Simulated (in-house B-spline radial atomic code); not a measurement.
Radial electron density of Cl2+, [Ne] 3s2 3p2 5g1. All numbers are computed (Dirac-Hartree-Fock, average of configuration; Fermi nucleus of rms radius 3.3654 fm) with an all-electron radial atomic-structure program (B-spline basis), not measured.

Columns: r (bohr), 4πr²n(r) (electrons per bohr), bar.

```
 0.00349     0.46 #
 0.00433   0.6858 ##
 0.00538    1.018 ##
 0.00669    1.501 ###
 0.00832    2.189 #####
  0.0103    3.127 #######
  0.0128    4.422 ##########
   0.016    6.179 ##############
  0.0198    8.294 ###################
  0.0246    10.85 ########################
  0.0306    13.68 ###############################
  0.0381    16.44 #####################################
  0.0473    18.61 ##########################################
  0.0588    19.67 ############################################
  0.0731    19.22 ###########################################
  0.0908    17.37 #######################################
   0.113    14.91 #################################
    0.14    13.27 ##############################
   0.174    13.58 ##############################
   0.217    15.93 ####################################
   0.269    18.58 ##########################################
   0.334    19.27 ###########################################
   0.416    16.52 #####################################
   0.516    11.37 #########################
   0.642    6.321 ##############
   0.797    3.648 ########
   0.991    3.244 #######
    1.23    3.429 ########
    1.53    2.879 ######
     1.9    1.701 ####
    2.36   0.6702 #
    2.94   0.1643 
    3.65  0.03365 
    4.54  0.03458 
    5.64  0.07693 
    7.01   0.1305 
    8.71   0.1486 
    10.8   0.1039 
    13.4  0.03962 
    16.7  0.00682 
    20.8 0.0004468 
    25.8 9.539e-06 
    32.1 4.411e-08
```

On this grid the curve has 4 maxima, near 0.0588, 0.334, 1.23, 8.71 bohr.

The 5g9/2 radial function P(r) = rR(r), positive near the nucleus, with its small component Q(r) (sign convention: Q ≈ (P' + κP/r)/2c):

```json
{"r (bohr)": "0.797", "P": "0.0003967", "Q": "-1.561e-06"}
{"r (bohr)": "1.23", "P": "0.002289", "Q": "-7.235e-06"}
{"r (bohr)": "1.9", "P": "0.01203", "Q": "-3.047e-05"}
{"r (bohr)": "2.94", "P": "0.05459", "Q": "-0.0001229"}
{"r (bohr)": "4.54", "P": "0.1816", "Q": "-0.000399"}
{"r (bohr)": "7.01", "P": "0.3612", "Q": "-0.0007913"}
{"r (bohr)": "10.8", "P": "0.3223", "Q": "-0.0007057"}
{"r (bohr)": "16.7", "P": "0.08259", "Q": "-0.0001808"}
{"r (bohr)": "25.8", "P": "0.003089", "Q": "-6.763e-06"}
```
